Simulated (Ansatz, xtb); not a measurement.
# CH4Cl2SiTe: where a starting geometry ends

The starting geometry of this gas-phase singlet was built from a drawn formula by distance geometry and a force field; its bonds are those of `[SiH3]C#[TeH](Cl)Cl`.

```
atom    x (Å)    y (Å)    z (Å)
   C  -1.3211  -0.2579  -1.1335
  Cl   1.4240  -1.4832  -0.9657
  Cl  -0.6536   0.0696   1.7230
  Si  -1.8798   1.0195  -2.3108
  Te  -0.7898  -1.5568  -0.0378
   H  -3.1291   0.5811  -2.9776
   H  -0.8110   1.2677  -3.3586
   H  -2.1627   2.2840  -1.6065
   H  -2.0656  -2.5340  -0.4516
```

Q: Predict what it relaxes into with r2SCAN-D4/def2-SVP.

A: It rearranges to `[SiH3]C=[Te](Cl)Cl`. Contacts that open: Te5–H9 (1.66 → 2.54 Å). Contacts that close: C1–H9 (2.49 → 1.10 Å).

The energy falls by 5.68 eV over 37 steps:

```
step  E − E(last) (eV)
   1             5.681
   5             2.953
   9             0.175
  13             0.040
  17             0.038
  21             0.033
  25             0.016
  29             0.004
  33             0.001
  37             0.000
```

Final geometry (Å):

| atom | x (Å) | y (Å) | z (Å) |
| --- | --- | --- | --- |
| C | -1.7448 | -1.0018 | -1.3802 |
| Cl | 1.5567 | -0.5688 | -0.3760 |
| Cl | -0.8851 | 0.3476 | 1.7202 |
| Si | -1.8154 | 0.6575 | -2.2118 |
| Te | -0.6348 | -1.5007 | 0.1463 |
| H | -3.2019 | 1.2136 | -2.1455 |
| H | -1.4427 | 0.5290 | -3.6543 |
| H | -0.8683 | 1.5773 | -1.5244 |
| H | -2.3523 | -1.8637 | -1.6935 |

From the same start GFN2-xTB reaches the same bonding as this run.

The end wasn't checked by frequencies. Atoms past krypton carry core potentials, without spin–orbit terms. Run with Ansatz 0.2.0, 2.1 min on 2 threads of Intel(R) Xeon(R) Platinum 8259CL CPU @ 2.50GHz (Skylake/Cascade Lake), with other jobs on the host.
